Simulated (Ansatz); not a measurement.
Computed with Ansatz on PBE0-D4/def2-TZVP structures; ΔE is electronic, products minus reactants. CBS: MP2 limit from def2 TZ/QZ plus the TZ coupled-cluster correction, frozen cores. DFT in def2-TZVPP. B3LYP here is the variant with VWN-RPA as its local correlation; programs differ in this. For Ge outer-core shells are correlated without core-valence functions, which leaves a few kJ/mol of doubt a bond. Scalar relativity is left out up to krypton. Each species was taken in one conformer, which may not be the lowest.

Consider the redistribution: `[OH][GeH]([F])[S][SiH3]` + `C#C[SiH2]O` → `[OH][GeH]([OH])[F]` + `C#C[SiH2]S[SiH3]`.

`[OH][GeH]([F])[S][SiH3]`:

Z-matrix (Å, degrees):
```
Ge
F 1 1.739
S 1 2.184 2 111.1
O 1 1.764 2 104.1 3 116.1
H 1 1.529 2 106.5 3 -123.1
Si 3 2.154 1 98.1 2 84.7
H 4 0.962 1 111.8 2 18.8
H 6 1.482 3 110.8 1 -47.4
H 6 1.483 3 103.7 1 -165.5
H 6 1.480 3 111.5 1 76.4
```

`C#C[SiH2]O`:

Cartesian coordinates in Å:
```
C 1.909 -0.759 -0.669
C 0.820 -0.488 -0.227
Si -0.821 -0.059 0.456
O -1.451 1.260 -0.291
H 2.870 -1.003 -1.061
H -0.642 0.161 1.913
H -1.771 -1.163 0.207
H -0.914 2.052 -0.328
```

`[OH][GeH]([OH])[F]`:

Z-matrix (Å, degrees):
```
Ge
O 1 1.748
F 1 1.736 2 110.1
O 1 1.758 2 108.4 3 -114.0
H 1 1.522 2 108.9 3 118.9
H 2 0.961 1 112.8 3 77.0
H 4 0.961 1 112.4 2 136.9
```

`C#C[SiH2]S[SiH3]`:

Cartesian coordinates in Å:
```
C 0.406 -2.478 -0.135
C -0.129 -1.506 -0.609
Si -0.909 -0.004 -1.282
S -1.409 1.353 0.283
Si 0.503 1.403 1.247
H 0.876 -3.340 0.281
H 0.039 0.616 -2.237
H -2.179 -0.353 -1.959
H 0.668 0.261 2.178
H 0.550 2.677 2.004
H 1.583 1.371 0.228
```

```tsv
level	ΔE (kJ/mol)
r2SCAN-D4	37.7
B3LYP-D4	40.6
B3LYP	43.3
HF/def2-TZVPP	44.9
SCS-MP2/def2-TZVPP	35.9
CCSD(T)/def2-TZVPP	36.4
SCS-MP2/def2-QZVPP	36.2
HF/CBS(def2)	44.7
```

Problem. What does CCSD(T)/CBS give? (An estimate is asked.)

Solution. Computed: +37.5 kJ/mol. The listed levels differ from it by 0.2, 3.1, 5.8, 7.4, -1.6, -1.1, -1.3, 7.2 kJ/mol.

Largest T1 diagnostic among the species: 0.012.

In def2-TZVPP, CCSD(T) changes the Hartree–Fock value by −8.5 kJ/mol (the triples alone add −1.5 kJ/mol) and MP2 by −10.6 kJ/mol.
